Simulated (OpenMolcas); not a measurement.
**CH3BFNO (SMILES NC1(F)BO1): methods side by side**

CH3BFNO has 8 atoms, charge 0, and is taken as a singlet. SMILES: `NC1(F)BO1`. Geometry: relaxed at PBE0-D4/def2-TZVP. This is one conformer, not always the lowest.

```xyz
8

N    -0.4310    1.1484    0.1846
C     0.0541   -0.0612   -0.2896
F     0.1221   -0.1327   -1.6583
B     0.3376   -1.3072    0.5151
O     1.3469   -0.4730    0.2553
H    -1.4395    1.1701    0.2114
H    -0.0753    1.9416   -0.3362
H     0.1772   -2.3431    1.0619
```

Quantity: the energy change with the N1–C2 bond stretched from 1.387 to 1.595 Å, in eV. The values are calculated.

| level | kind | program | value (eV) | less CCSD(T)/6-31G* |
| --- | --- | --- | --- | --- |
| HF/6-31G* (spherical functions) (restricted) | Hartree–Fock | OpenMolcas | 0.67 | +0.16 |
| SVWN5/6-31G* (spherical functions) (restricted) | LDA | OpenMolcas | 0.63 | +0.12 |
| BLYP/6-31G* (spherical functions) (restricted) | GGA | OpenMolcas | 0.40 | -0.11 |
| PBE/6-31G* (spherical functions) (restricted) | GGA | OpenMolcas | 0.48 | -0.03 |
| M06-L/6-31G* (spherical functions) (restricted) | meta-GGA | OpenMolcas | 0.57 | +0.06 |
| TPSS/6-31G* (spherical functions) (restricted) | meta-GGA | OpenMolcas | 0.46 | -0.05 |
| BHLYP/6-31G* (spherical functions) (restricted) | global hybrid | OpenMolcas | 0.64 | +0.13 |
| CCSD(T)/6-31G* (spherical functions) (restricted) | coupled cluster or CI | OpenMolcas | 0.51 | 0.00 |

Differences are taken from CCSD(T)/6-31G* (spherical functions) (restricted) for orientation; it has basis-set and higher-order errors of its own. The first shape isn't each level's own minimum. The values span 0.40 to 0.67 eV.
